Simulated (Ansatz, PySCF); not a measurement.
Gas-phase reaction 1.5 R1 → P1, each structure at its B3LYP-D3(BJ)/def2-TZVP stationary point, reached from a drawn start (curvature not checked).
P1: O3 (SMILES O=[O+][O-]), charge 0, multiplicity 1.
R1, O2 (SMILES O=O) (charge 0, multiplicity 3):
```xyz
2

O      0.000     0.000     0.602
O      0.000     0.000    -0.602
```

P less R. No zero-point or thermal terms; singlets are restricted closed shells; open shells are unrestricted; no spin–orbit coupling.

Cores are frozen in the correlated methods. CBS: X⁻³ extrapolation of the correlation energy, Hartree–Fock from the larger set.

Codes used: Ansatz (Gaussian orbitals); PySCF for the D3/D4 terms. All values are computed, each at the level named.

PBE/def2-TZVPP gives 31.31 kcal/mol for the reaction energy.

**Question.** How do the other levels lie against it? Give each less PBE: PBE-D3(BJ)/def2-TZVPP, r2SCAN/def2-TZVPP, B3LYP/def2-TZVPP, wB97M-V/def2-TZVPP, B2PLYP/def2-TZVPP, MP2/CBS(cc-pVTZ, cc-pVQZ), CCSD(T)/CBS(cc-pVTZ, cc-pVQZ).

**Answer.** PBE-D3(BJ)/def2-TZVPP -0.21; r2SCAN/def2-TZVPP 11.75; B3LYP/def2-TZVPP 14.11; wB97M-V/def2-TZVPP 14.73; B2PLYP/def2-TZVPP 8.45; MP2/CBS(cc-pVTZ, cc-pVQZ) -6.45; CCSD(T)/CBS(cc-pVTZ, cc-pVQZ) 4.50 kcal/mol. 5 of 7 lie above PBE; the widest gap is to wB97M-V/def2-TZVPP.

Doubts at one or more of the structures used: other coupled-cluster roots may lie near (CCSD(T)/CBS(cc-pVTZ, cc-pVQZ)).

Ansatz is an electronic-structure program.
